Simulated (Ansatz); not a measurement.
```yaml
atoms:
  - { symbol: Si, position_ang: [0.0000, 0.0000, -1.0794] }
  - { symbol: Si, position_ang: [0.0000, 0.0000, 1.0794] }
  - { symbol: H, position_ang: [0.0000, -1.2913, -1.5545] }
  - { symbol: H, position_ang: [-1.1183, 0.6456, -1.5545] }
  - { symbol: H, position_ang: [1.1183, 0.6456, -1.5545] }
  - { symbol: H, position_ang: [0.0000, 1.2913, 1.5545] }
  - { symbol: H, position_ang: [-1.1183, -0.6456, 1.5545] }
  - { symbol: H, position_ang: [1.1183, -0.6456, 1.5545] }
```

Basis set: cc-pVDZ (spherical functions). Correlated methods keep 10 orbitals frozen. Charge 0, multiplicity 1.

Computed with Ansatz (development build ahead of 0.2.0); each method stands on the lowest determinant of its kind that the runs found. Restricted open shells among the atoms or ions are ROHF, correlated in semicanonical orbitals with singles.

Task: Give the atomization energy at this shape (free ground-state atoms in the same class of orbitals less the molecule, no zero-point energy) of singlet Si₂H₆ by RHF-MP2, RHF.

Result:

| method | atomization energy |
| --- | --- |
| RHF-MP2 | 454.94 kcal/mol |
| RHF | 379.95 kcal/mol |

Caution: no unrestricted run beside it, a lower state can exist; the shape is not the minimum.
